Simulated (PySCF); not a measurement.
C₄H₁₀S, SMILES CC(C)(C)S, singlet (GFN2-xTB optimised geometry):

```
15

C     -1.357     0.086    -1.206
C      0.163     0.170    -1.228
C      0.696     0.895     0.000
C      0.654     0.833    -2.509
S      0.854    -1.555    -1.248
H     -1.784     1.087    -1.256
H     -1.719    -0.488    -2.056
H     -1.708    -0.392    -0.293
H      1.784     0.895     0.000
H      0.349     1.927     0.000
H      0.351     0.417     0.915
H      1.741     0.851    -2.535
H      0.299     0.286    -3.380
H      0.287     1.856    -2.565
H      0.319    -1.927    -0.087
```

Level of theory: PBE0/def2-TZVP in PySCF 2.14.0.

Question: What are the frontier orbital energies and the dipole moment?

Answer: HOMO-2 -9.64 eV, HOMO-1 -8.67 eV, HOMO -6.68 eV, LUMO 0.41 eV, LUMO+1 1.25 eV; dipole moment 1.72 D.

Meta-Löwdin charges at PBE0/def2-TZVP: C1 -0.35, C2 0.04, C3 -0.35, C4 -0.35, S5 -0.13, H6 0.11, H7 0.12, H8 0.11, H9 0.12, H10 0.11, H11 0.11, H12 0.12, H13 0.12, H14 0.12, H15 0.09.
